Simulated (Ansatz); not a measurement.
Ansatz (a quantum-chemistry and plane-wave program) input:

Ansatz 0.2 input:
```yaml
crystal:
  periodic: [false, false, false]
  atoms:
    - {symbol: Cr, position_ang: [-0.01523541, -0.01472737, -0.00623000]}
    - {symbol: O, position_ang: [-1.07467537, -1.14776303, -0.13678082]}
    - {symbol: O, position_ang: [-0.09817165, 1.23871711, -0.92554844]}
    - {symbol: O, position_ang: [1.12818022, -0.13339525, 1.04338198]}
basis:
  gaussian:
    orbitals: def2-TZVP
hamiltonian:
  xc: b3lyp
  dispersion: d3bj
magnetization: {spin_polarized: true, initial_magnetization: 2}
relax: {f_tol: 0.002, max_steps: 150}
```

**Question.** Which total energy does the run end on?

**Answer.** -1270.21658 Eh (B3LYP-D3(BJ)/def2-TZVP). The basis has 138 functions.

The spin state was set by rule; other spins were not relaxed.
